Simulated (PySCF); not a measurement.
**Functional dependence of a UV spectrum**

Species: CH9GeNOSi.
SMILES with atom numbers: `[CH3:1][NH:2][SiH2:3][O:4][GeH3:5]` (hydrogens: H6, H7, H8 on C1; H9 on N2; H10, H11 on Si3; H12, H13, H14 on Ge5)

Structure used (PBE0-D3(BJ)/def2-SVP), in Å, numbered top down from 1:
```
atom  x, y, z in Å
C1    -2.2371   -0.6456    0.2798
N2    -1.5943    0.4880    0.8966
Si3   -0.0588    1.1160    0.4582
O4     1.2324    0.1652    0.8982
Ge5    2.6652   -0.5211    0.1096
H6    -3.3315   -0.5136    0.2258
H7    -1.8812   -0.7557   -0.7572
H8    -2.0411   -1.6068    0.7925
H9    -1.9488    0.7150    1.8191
H10    0.0636    2.4291    1.1528
H11   -0.0273    1.2495   -1.0331
H12    2.3914   -0.6457   -1.4032
H13    3.8618    0.4126    0.3670
H14    2.8979   -1.9004    0.7452
```

Linear-response calculations in the def2-SVPD basis (PySCF; singlets by full response, triplets Tamm–Dancoff, core orbitals frozen in the response; HF means time-dependent Hartree–Fock). 'Strongest' is the level of largest summed f among the singlets computed (10 roots, of which the last may lack a degenerate partner); it can jump between rows when another state enters that window. S1 is the lowest singlet of each run and needn't be the same state throughout; f(S1) is that of one state. Isolated species at its PBE0-D3(BJ)/def2-SVP geometry (one conformer only). Relativistic effects, spin–orbit coupling among them, are left out although an element past zinc is present.

```csv
functional,kind,S1 (eV),f(S1),strongest (eV),T1 (eV),HOMO (eV),gap (eV),"ionisation energy, ΔSCF (eV)"
LDA,LDA,4.88,0.074,4.88,4.63,-5.72,4.70,9.16
PBE,GGA,4.98,0.073,4.98,4.71,-5.60,4.81,8.96
B3LYP,"global hybrid, 20% exact exchange",5.79,0.048,7.37,5.52,-6.71,6.49,8.99
BHandHLYP,"global hybrid, 50% exact exchange",6.56,0.012,8.42,6.27,-8.22,8.98,8.94
CAM-B3LYP,range-separated hybrid,6.25,0.012,8.02,5.98,-8.33,9.22,9.12
wB97X-D,range-separated hybrid,6.46,0.017,7.53,6.25,-8.83,10.57,9.10
LC-wPBE,range-separated hybrid,6.84,0.012,8.55,6.52,-9.71,11.61,9.21
HF,Hartree–Fock,7.41,0.006,9.50,6.99,-10.32,12.50,not settled
```

Task: What does PBE0 (global hybrid, 25% exact exchange) give?

Result: S1 (eV) 6.03, f(S1) 0.047, strongest (eV) 7.67, T1 (eV) 5.72, HOMO (eV) -6.94, gap (eV) 6.97, ionisation energy, ΔSCF (eV) 8.97. S1 runs from 4.88 eV (LDA) to 7.41 eV (HF), a spread of 2.53 eV, while the orbital gap spreads over 7.8 eV. Along PBE (0%), B3LYP (20%), PBE0 (25%), BHandHLYP (50%), HF (100%) S1 rises with the share of exact exchange. −ε(HOMO) comes closest to its own ΔSCF ionisation energy with wB97X-D (-0.27 eV) and misses most with LDA (-3.44 eV). 'Not settled' means that the ion's SCF failed to converge or may have ended in another state than the lowest.

Without π bonds the low states are Rydberg-like; a valence basis with one diffuse set may place them up to an eV too high.
